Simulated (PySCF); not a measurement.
AlI3, charge -1, doublet, geometry from GFN2-xTB (such geometries of metal compounds can be far from the true shape) (a state made from the parent by changing its charge; the spin is typed, not shown lowest) (core potentials on I). Base run: PBE0/def2-SVP (PySCF).

PySCF was given this input:
```python
from pyscf import gto, scf, dft

mol = gto.Mole()
mol.atom = '''
    Al   -0.000055   -0.018048    0.009502
    I    -2.214325   -1.527828   -0.069272
    I     0.007225    2.350478   -1.237457
    I     2.207113   -0.818222    1.304398
'''
mol.basis = 'def2-svp'
mol.ecp = {'I': 'def2-svp'}
mol.charge = -1
mol.spin = 1
mol.verbose = 4
mol.build()

mf = dft.UKS(mol)
mf.xc = 'pbe0'
mf.kernel()
mo_i, mo_e, stable_i, stable_e = mf.stability(internal=True, external=False, return_status=True, nroots=6, tol=1e-6)
print('internally stable:', stable_i, ' externally stable:', stable_e)
if not stable_i:
    umf = mf.copy()
    umf.scf_summary = {}
    umf.kernel(umf.make_rdm1(mo_i, mf.mo_occ))
```

The bond that is stretched is that between atoms 3 and 1. A test that says stable can miss a lower solution.

Each row names what was changed in the base input (with any setting that the change needs).

```tsv
change	ΔE vs base (eV)	<S^2>	stability test says	outcome
base	0.00	0.754	internally stable (external not tested)	converged
bond × 1.25	0.36	0.754	internally stable (external not tested)	converged
bond × 1.5	0.83	0.754	internally stable (external not tested)	converged
bond × 1.8	1.18	0.754	internally stable (external not tested)	converged
bond × 2.2	-	-	-	not converged
bond × 3.0	-	-	-	not converged
```

On stretching, the SCF can end on different states; <S^2> shows the spin contamination of each.
